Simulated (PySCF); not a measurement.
Stepwise substitution at one centre (Al Br-H). Isolated molecules, 0 K electronic values unless said otherwise. Strings in code marks are SMILES.

These are PBE-D3(BJ)/def2-TZVP // B3LYP-D3(BJ)/def2-TZVP (PySCF 2.14.0) values and carry that method's errors. All candidates: neutral, multiplicity 1. Excitations are Tamm–Dancoff values on a coarser integration grid. The basis has no diffuse functions, so Rydberg states are missing or too high.

The dipole moment is 1.13 D and the T1 excitation (TDA) is 4.36 eV. The HOMO–LUMO gap comes out as 4.51 eV.

**Question.** Identify which member has these values.
(A) `[Br][Al]([Br])[Br]`
(B) `[Br][AlH][Br]`
(C) `[AlH2][Br]`

**Answer.** C, `[AlH2][Br]`. The others give `[Br][Al]([Br])[Br]`: 0.00 D, 4.80 eV, 4.92 eV; `[Br][AlH][Br]`: 0.82 D, 4.89 eV, 4.97 eV
